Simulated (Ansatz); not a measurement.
# Ligand exchange: In(CH3)3 + B(NH2)3 → In(CH3)2(NH2) + B(CH3)(NH2)2

Gas-phase species: In(CH3)3 (trimethylindium (TMIn)), singlet; B(NH2)3, singlet; In(CH3)2(NH2), singlet; B(CH3)(NH2)2, singlet. The partners trade CH3 for NH2: In–CH3 and B–NH2 bonds give way to In–NH2 and B–CH3.

Shapes, held fixed at every level: PBE0-D4/def2-TZVP. Programs: Ansatz 0.2.0. Electronic energies: no zero-point or thermal term.

**Question.** Estimate ΔE of this reaction.

**Answer.** The highest level, CCSD(T)/def2-TZVPP, gives ΔE = +22.2 kJ/mol; the levels span +21.1 to +35.4. The column of differences is taken from that level and isn't an error. No measured value is set beside it here. For atoms past krypton def2 sets carry core potentials with scalar relativity. Outer-core shells of In are correlated, in sets that cover them unevenly.

```csv
level,kind,ΔE (kJ/mol),less CCSD(T)/def2-TZVPP
HF/def2-SVP,Hartree–Fock,+35.4,+13.2
SPW92/def2-TZVPP,LDA,+21.8,-0.4
B3LYP-D4/def2-TZVPP,global hybrid,+22.4,+0.2
BHLYP-D4/def2-TZVPP,global hybrid,+26.7,+4.5
PBE0-D4/def2-TZVPP,global hybrid,+24.4,+2.2
B2PLYP/def2-TZVPP,double hybrid,+21.7,-0.5
MP2/def2-SVP,perturbation theory,+21.1,-1.1
CCSD(T)/def2-TZVPP,coupled cluster or CI,+22.2,0.0
```
